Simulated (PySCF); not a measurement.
## [Tl(SH)4]−: from a saddle point downhill

PySCF 2.14.0, RKS PBE0, Tl def2-SVP with ECP60, S def2-SVP, H def2-SVP; non-relativistic Hamiltonian with scalar-relativistic core potentials where named; density fitting; no spin-orbit coupling. Relaxed within the symmetry of its start, the geometry (S4) is

```xyz
9

Tl    0.0000    0.0000    0.0000
S     1.4762    1.5726    1.3737
H     2.4332    0.6269    1.4947
S    -1.4762   -1.5726    1.3737
H    -2.4332   -0.6269    1.4947
S     1.5726   -1.4762   -1.3737
H     0.6269   -2.4332   -1.4947
S    -1.5726    1.4762   -1.3737
H    -0.6269    2.4332   -1.4947
```

and its lowest harmonic modes are -81, 47, 56, 57, 79, 87 cm⁻¹ (negative: unstable). It was moved along the lowest mode and relaxed again, within the group S4 that the move left.

Where does it end, and how much lower?

In S4, 0.029 eV lower, after 26 steps:
```xyz
9

Tl    0.0000    0.0000    0.0001
S     1.6276    1.3199    1.4645
H     2.6561    0.9778    0.6573
S    -1.6276   -1.3199    1.4645
H    -2.6561   -0.9778    0.6573
S     1.3197   -1.6283   -1.4638
H     0.9672   -2.6582   -0.6634
S    -1.3197    1.6283   -1.4638
H    -0.9672    2.6582   -0.6634
```

How do the contacts change?


```json
{"contact": "Tl1–S2 (SH)", "saddle (Å)": "2.557", "end (Å)": "2.556"}
{"contact": "Tl1–S4 (SH)", "saddle (Å)": "2.557", "end (Å)": "2.556"}
{"contact": "Tl1–S6 (SH)", "saddle (Å)": "2.557", "end (Å)": "2.557"}
{"contact": "Tl1–S8 (SH)", "saddle (Å)": "2.557", "end (Å)": "2.557"}
```


Is the end a minimum?

Yes; lowest modes 52, 61, 62, 64, 87, 123 cm⁻¹.

State: singlet.
